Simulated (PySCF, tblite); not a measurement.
Isomers of C7H7FSi, one GFN2-xTB conformer each. Single-point energies are computed at PBE0/pcSseg-1 (PySCF, gas phase, no added dispersion term), electronic only.

Task: Rank them by PBE0/pcSseg-1 energy, lowest first (kJ/mol).
A. `[CH:1]#[C:2][C:3]#[C:4][CH2:5][Si@@H:6]1[CH2:7][C@H:8]1[F:9]` with C4–C5–Si6–C7 26°
B. `F/C=C1\C([Si@H](C1)C#C)=C`
C. `C#C[C@@H]1[SiH2]/C(=C\F)C1=C`

Result: B (0.0), C (42.2), A (134.5).

As drawn, the lowest has a four-membered ring and a C=C bond outside aromatic rings, which the highest lacks; the highest has a three-membered ring, which the lowest lacks. GFN2-xTB itself gives, in the same order: 38.0, 0.0, 136.4. GFN2-xTB puts C#C[C@@H]1[SiH2]/C(=C\F)C1=C lowest instead; measured from each level's own lowest isomer, the values differ by up to 42.2 kJ/mol (C#C[C@@H]1[SiH2]/C(=C\F)C1=C: 0.0 against 42.2).

Task: Which frontier levels, dipoles and rotational constants go with these structures?

Result: 
```
                      SMILES  HOMO (eV, PBE0/pcSseg-1)  LUMO (eV)  dipole (D)       A, B, C (MHz)
     C#C[Si@H]1C/C(=C/F)C1=C                     -6.62      -1.33        1.57  2862, 772.7, 701.9
C#C[C@@H]1[SiH2]/C(=C\F)C1=C                     -6.75      -1.47        0.65  2530, 906.7, 723.5
     C#CC#CC[Si@@H]1C[C@H]1F                     -6.98      -0.72        2.00  2269, 675.6, 562.8
```

Task: What happens when harmonic zero-point energies from GFN2-xTB frequencies are added?

Result: 
```json
{"SMILES": "C#C[Si@H]1C/C(=C/F)C1=C", "ZPE (kJ/mol)": "286.2", "electronic (kJ/mol)": "0.0", "with ZPE (kJ/mol)": "0.0"}
{"SMILES": "C#C[C@@H]1[SiH2]/C(=C\\F)C1=C", "ZPE (kJ/mol)": "279.8", "electronic (kJ/mol)": "42.2", "with ZPE (kJ/mol)": "35.8"}
{"SMILES": "C#CC#CC[Si@@H]1C[C@H]1F", "ZPE (kJ/mol)": "283.7", "electronic (kJ/mol)": "134.5", "with ZPE (kJ/mol)": "132.0"}
```

The zero-point energies span 6.4 kJ/mol. The order is unchanged.
